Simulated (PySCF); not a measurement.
From one molecule to another.

First species: CH₁₂OSi₅.
SMILES: `C[Si@@H]1[SiH2][SiH2][Si@@H](O)[SiH2]1`

Second species: C6H12FN.
Numbering: `[F:1][CH2:2][C@@H:3]1[CH2:4][CH2:5][CH2:6][NH:7][CH2:8]1` (hydrogens: H9, H10 on C2; H11 on C3; H12, H13 on C4; H14, H15 on C5; H16, H17 on C6; H18 on N7; H19, H20 on C8)

Levels: PBE0/pcSseg-1 for HOMO energy, LUMO energy and HOMO–LUMO gap. Geometries: GFN2-xTB. All species are isolated and taken at one optimised geometry, non-relativistic unless stated. Electronic properties by PySCF.

```json
{"property": "HOMO energy", "column X": "-7.42 eV", "column Y": "-6.35 eV"}
{"property": "LUMO energy", "column X": "-1.47 eV", "column Y": "1.22 eV"}
{"property": "HOMO–LUMO gap", "column X": "5.95 eV", "column Y": "7.57 eV"}
```

(1) Which column belongs to which species?

(2) How does each property change from the first species to the second?

## Answers

(1) Column X is the first species and column Y the second. The first has 19 atoms and 96 electrons, the second 20 and 64.

(2) HOMO energy +1.07 eV; LUMO energy +2.69 eV; HOMO–LUMO gap +1.62 eV.

One conformer stands for the species.
